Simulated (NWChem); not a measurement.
Species: GeHBrCl2; SMILES [Cl][GeH]([Cl])[Br]

Program: NWChem. Medium grid unless said otherwise, to which SCAN and Minnesota functionals are sensitive. Structure relaxed at the PBE-D3(BJ)/def2-SVP level. Hybrids' shares of exact exchange are those that their runs print; pure functionals count as 0. The functionals differ in more than this share.

| row | share of exact exchange | highest occupied level (eV) |
|---|---|---|
| PBE/def2-SVP | 0.00 | -7.42 |
| M06-L/def2-SVP | 0.00 | -7.85 |
| B3LYP/def2-SVP | 0.20 | withheld |
| PBE0/def2-SVP | 0.25 | -8.83 |
| PW6B95/def2-SVP | 0.28 | -8.85 |
| BHandHLYP/def2-SVP | 0.50 | -9.96 |

Q: Fit a straight line of the last column on the one before it, predict the withheld value, and compare with the run.

A: 
1. Means of the 5 shown rows: x = 0.206, y = -8.582. Slope Σ(x − x̄)(y − ȳ)/Σ(x − x̄)² = -0.8260/0.1787 = -4.622; intercept -7.630.
2. The shown rows scatter about the line by 0.142 (root mean square); the largest residual is -0.22, at M06-L/def2-SVP.
3. At x = 0.20 (B3LYP/def2-SVP; inside the shown range) the line gives -8.55.
4. The run gives -8.45, +0.10 from the line, 0.7 times the scatter.
